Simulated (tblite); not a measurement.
Species: C7H10OSSi.
Cartesian coordinates in Å at the GFN2-xTB level; atoms count from 1:
```xyz
20
C7H10OSSi angstrom
C      0.3497    3.1268   -0.6001
C     -0.4489    2.0772   -0.5145
C     -1.8914    1.8046   -0.6402
C     -1.7100    0.4827   -0.3805
O     -2.5304   -0.5527   -0.2871
Si    -2.3506   -2.1368    0.0528
C     -0.2507    0.6248   -0.2351
C      0.7609   -0.1966    0.0205
S      2.4364    0.3062    0.1422
C      3.2219   -1.3215    0.3584
H     -0.0327    4.1089   -0.8199
H      1.4112    3.0298   -0.4520
H     -2.7412    2.4212   -0.8544
H     -3.7440   -2.5431   -0.0097
H     -1.5031   -2.7822   -0.9526
H     -1.7438   -2.3109    1.3742
H      0.6024   -1.2527    0.1819
H      2.8112   -1.8121    1.2360
H      4.2823   -1.1395    0.4996
H      3.0657   -1.9235   -0.5323
```

Level: GFN2-xTB in tblite, geometry and Hessian alike; calculated harmonic values, unscaled, isolated species. This tight-binding method is rough: wavenumbers can miss measured ones by several per cent, in bad cases by 10 to 20. Modes of hydrogen on silicon can be 10 to 20 % off. One conformer, not necessarily the lowest.

Harmonic wavenumbers (cm⁻¹): 34.8, 55.9, 70.2, 114.7, 121.1, 123.6, 146.5, 183.7, 212.6, 271.1, 286.8, 312.3, 491.3, 499.8, 560.1, 597.7, 652.7, 666.6, 702.0, 726.9, 734.5, 748.9, 767.9, 786.8, 806.0, 816.8, 827.7, 868.9, 898.4, 929.1, 939.5, 956.1, 1012.0, 1100.5, 1167.8, 1224.9, 1270.4, 1316.1, 1399.9, 1447.0, 1453.5, 1601.1, 1702.3, 1794.4, 2233.6, 2260.5, 2358.5, 3026.0, 3032.3, 3057.2, 3064.4, 3104.3, 3134.5, 3157.6.

A = 1175, B = 672.1, C = 431.0 MHz; mass 170.022 u (most abundant isotopes); point group C1, symmetry number 1.

Task: What is the zero-point energy?

Result: Half the sum of the wavenumbers: 30915 cm⁻¹ = 88.39 kcal/mol.

Task: Entropy at 350 K, 1 bar (ideal gas, RRHO, classical rotation)?

Result: Translation 42.12, rotation 31.70, vibration 48.01: S = 121.8 cal/(mol K).

Task: And Cp and H(350 K) − H(0)?

Result: Cp = 53.18 cal/(mol K), of which vibrations give 45.23 (their classical limit is 54 R = 107.3); H(350 K) − H(0) = 11.20 kcal/mol without the zero-point energy, 8.41 from vibrations.

Task: How do the functions run with temperature in this model?

Result: 
```
 T (K)  S (cal/(mol K))  Cp (cal/(mol K))  H − H(0) (kcal/mol)  G − H(0) (kcal/mol)  ln q(vib)
   150             88.2              29.4                 2.92               -10.31       4.84
   250            106.0              41.5                 6.45               -20.04       8.54
298.15            113.8              47.3                 8.59               -25.34      10.25
   400            129.3              58.3                13.98               -37.73      13.78
   600            156.0              73.7                27.29               -66.33      20.33
   900            188.8              87.7                51.68              -118.25      29.19
```

q(vib) and H(0) count from the zero-point level.

Task: What must be added to the electronic energy to get the Gibbs energy at 350 K and 1 bar?

Result: ZPE + [H(350 K) − H(0)] − T·S = 88.39 + 11.20 − 42.64 = 56.95 kcal/mol.

Task: Which modes carry the vibrational entropy at 350 K?

Result: 34.8 cm⁻¹: 5.85; 55.9 cm⁻¹: 4.91; 70.2 cm⁻¹: 4.46; 114.7 cm⁻¹: 3.50; 121.1 cm⁻¹: 3.39; 123.6 cm⁻¹: 3.35 cal/(mol K); the other 48 give 22.53 together.

Hindered rotation and anharmonicity are outside this model. Other conformers, if any are populated, would add a mixing term that is left out.
